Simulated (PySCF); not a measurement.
CH₇ClN₂Si₂, SMILES N[Si@]1(Cl)NC[SiH2]1. Geometry: B3LYP-D3(BJ)/def2-SVP. The structure was generated by enumeration; whether it is a known compound was not checked. The values are those of a single conformer.

Computed equilibrium geometry at B3LYP-D3(BJ)/def2-SVP (PySCF confirms it by a frequency run) as Cartesian coordinates in Å (one conformer of several):
```xyz
13

N      1.9519     0.7818    -0.8043
Si     0.5008     0.1939    -0.1069
Cl     0.7126     0.7409     1.9163
N      0.2008    -1.4729    -0.4564
C     -1.2376    -1.6708    -0.7192
Si    -1.7234     0.2006    -0.8370
H      2.4751     1.5415    -0.3834
H      2.1512     0.6598    -1.7915
H      0.7899    -2.2896    -0.3131
H     -1.4226    -2.2314    -1.6531
H     -1.7683    -2.1926     0.0989
H     -2.0259     0.6297    -2.2354
H     -2.8409     0.6278     0.0534
```
Charge 0, spin multiplicity 1.
